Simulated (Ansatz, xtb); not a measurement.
**C4H5BN2O: 9 structures ranked**

9 gas-phase structures of C4H5BN2O, from a drawn sample of its isomers (lower ones may exist). Each was relaxed with GFN2-xTB; where two conformers were screened, the lower at r2SCAN-D4/def2-SVP is listed:

A. `Bc1[nH]ncc1C=O`, a singlet
B. `Bn1nccc1C=O`, a singlet
C. `Bn1cc(C=O)cn1`, a singlet
D. `Bc1cn[nH]c1C=O`, a singlet
E. `Bc1cc(C=O)n[nH]1`, a singlet
F. `Bc1cnn(C=O)c1`, a singlet
G. `Bc1ccn(C=O)n1`, a singlet
H. `Bc1cc(C=O)[nH]n1`, a singlet
I. `Bn1ccc(C=O)n1`, a singlet

Make a reasoned guess at their ranking by r2SCAN-D4/def2-SVP single-point energy.

Calculated order at r2SCAN-D4/def2-SVP: I (0.000), C (0.037), B (0.089), F (0.465), E (0.508), D (0.534), A (0.546), G (0.608), H (0.638) eV. Less than 1 kcal/mol parts I and C; F and E; E and D; D and A; G and H, so the order within those pairs means little.

Energies above the lowest of each column, in eV; the last columns are at PBE0-D3(BJ)/def2-SVP geometries and were run for some of them only (a dash: not run or not comparable):

```json
{"structure": "I", "GFN2-xTB": "0.051", "HF/STO-3G": "0.000", "r2SCAN-D4/def2-SVP": "0.000", "PBE0-D3(BJ)/def2-SVP": "0.000", "CCSD(T)/def2-SVP + ΔMP2/def2-TZVPP": "0.000"}
{"structure": "C", "GFN2-xTB": "0.000", "HF/STO-3G": "0.007", "r2SCAN-D4/def2-SVP": "0.037", "PBE0-D3(BJ)/def2-SVP": "0.027", "CCSD(T)/def2-SVP + ΔMP2/def2-TZVPP": "0.045"}
{"structure": "B", "GFN2-xTB": "0.095", "HF/STO-3G": "0.146", "r2SCAN-D4/def2-SVP": "0.089", "PBE0-D3(BJ)/def2-SVP": "0.108", "CCSD(T)/def2-SVP + ΔMP2/def2-TZVPP": "0.162"}
{"structure": "F", "GFN2-xTB": "0.493", "HF/STO-3G": "0.815", "r2SCAN-D4/def2-SVP": "0.465", "PBE0-D3(BJ)/def2-SVP": "0.451", "CCSD(T)/def2-SVP + ΔMP2/def2-TZVPP": "0.553"}
{"structure": "E", "GFN2-xTB": "0.848", "HF/STO-3G": "0.999", "r2SCAN-D4/def2-SVP": "0.508", "PBE0-D3(BJ)/def2-SVP": "0.527", "CCSD(T)/def2-SVP + ΔMP2/def2-TZVPP": "0.661"}
{"structure": "D", "GFN2-xTB": "0.867", "HF/STO-3G": "1.065", "r2SCAN-D4/def2-SVP": "0.534", "PBE0-D3(BJ)/def2-SVP": "–", "CCSD(T)/def2-SVP + ΔMP2/def2-TZVPP": "–"}
{"structure": "A", "GFN2-xTB": "0.832", "HF/STO-3G": "1.049", "r2SCAN-D4/def2-SVP": "0.546", "PBE0-D3(BJ)/def2-SVP": "–", "CCSD(T)/def2-SVP + ΔMP2/def2-TZVPP": "–"}
{"structure": "G", "GFN2-xTB": "0.593", "HF/STO-3G": "0.945", "r2SCAN-D4/def2-SVP": "0.608", "PBE0-D3(BJ)/def2-SVP": "–", "CCSD(T)/def2-SVP + ΔMP2/def2-TZVPP": "–"}
{"structure": "H", "GFN2-xTB": "0.947", "HF/STO-3G": "1.148", "r2SCAN-D4/def2-SVP": "0.638", "PBE0-D3(BJ)/def2-SVP": "–", "CCSD(T)/def2-SVP + ΔMP2/def2-TZVPP": "–"}
```

CCSD(T)/def2-SVP + ΔMP2/def2-TZVPP puts I lowest of those it was run on; GFN2-xTB picks C. Some further structures that were screened fall inside this span and aren't listed. Flexible structures stand in one conformer each, not always the lowest. Frequencies (GFN2-xTB) were run for B, C, E, F, I alone. ΔMP2 is the change of the MP2 energy from the smaller to the larger basis.

Over these structures GFN2-xTB departs from r2SCAN-D4/def2-SVP by 0.153 eV on average once a common shift is removed. A GFN2-xTB relaxation took about 0.13 s and the r2SCAN-D4/def2-SVP energy about 3.3 s on a shared host (Ansatz 0.2.0, xtb 6.7.1).
